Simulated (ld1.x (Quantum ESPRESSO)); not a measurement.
Transferability test, RRKJ potential for palladium (Pd)

```
Element                 : palladium
Generator               : ld1.x (Quantum ESPRESSO) 7.5
Type                    : norm-conserving RRKJ (Kleinman–Bylander form)
Functional              : LDA (PZ)
Relativity              : scalar-relativistic
Frozen core             : [Ar] 3d10 4s2
Valence charge          : 16
Reference configuration : 4p6 4d10 5s0 5p0
Partial waves           : 4p (bound): rc 1.75 bohr; 4d (bound): rc 1.70 bohr; 5s (bound, empty): rc 2.50 bohr
Local potential         : the s channel
Core correction         : a·sin(br)/r model core, default radius (core density twice the valence density)
rho0                    : 0.005
```

Energies are relative to the spin-unpolarised reference configuration 4p6 4d10 5s0 5p0; without spin polarisation the order of configurations can differ from experiment. Spin-polarised rows fill each open shell by Hund’s rule, majority spin first.

| valence configuration | charge | ΔE all-electron (eV) | error AE − PS (meV) |
| --- | --- | --- | --- |
| 4p6 4d8 5s0 5p0 | +2 | 30.470 | -268 |
| 4p6 4d7 5s0 5p0 | +3 | 65.065 | -739 |
| 4p6 4d9 5s0 5p1 | 0 | 5.318 | -536 |
| 4p6 4d8 5s1 5p0 | +1 | 13.796 | -256 |
| 4p5 4d10 5s0 5p0 | +1 | 57.340 | -325 |
| 4p6 4d9 5s0 5p0 (spin-polarised) | +1 | 9.244 | -41 |
| 4p6 4d8 5s0 5p0 (spin-polarised) | +2 | 29.835 | -239 |

Problem. What are ΔE and the potential's error for 4p6 4d9 5s0 5p0?

Solution. ΔE = 9.389 eV all-electron; the error (AE − PS) is -47 meV.

Problem. What are ΔE and the potential's error for 4p6 4d9.5 5s0 5p0?

Solution. ΔE = 3.370 eV all-electron; the error (AE − PS) is -9.0 meV.

Levels in the configuration 4p6 4d8 5s1 5p0:

```csv
level,all-electron (eV),pseudo (eV)
4p,-66.670,-67.248
4d,-18.195,-18.482
5s,-12.829,-12.809
```

These tests converged, but a pseudo level misses the all-electron one widely, so the file describes the atom poorly there or has found another state: 4p6 4d7 5s0 5p0: empty 5p by 2.8 eV.
